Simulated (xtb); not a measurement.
diantimony (Sb2), SMILES [Sb]#[Sb]. All values are semi-empirical tight-binding results from xtb (GFN2-xTB unless named), good for trends rather than for accurate numbers. Coordinates come from a GFN2-xTB optimisation.

Optimised geometry:

Bonds (Å): Sb1–Sb2 2.535.
Charge 0, spin multiplicity 1.

For metal compounds this method's bond lengths and energies can be far off.

| Property | Value |
|---|---|
| point group as xtb finds it | D∞h |
| orbital gap | 1.39 eV |

### Question
Give the atomic charges and the Wiberg bond orders between heavy atoms. (Estimate from the structure and the level; the computed values follow.)

### Answer
charges (e) Sb1 0.00, Sb2 0.00. Bond orders Sb1–Sb2 3.12.
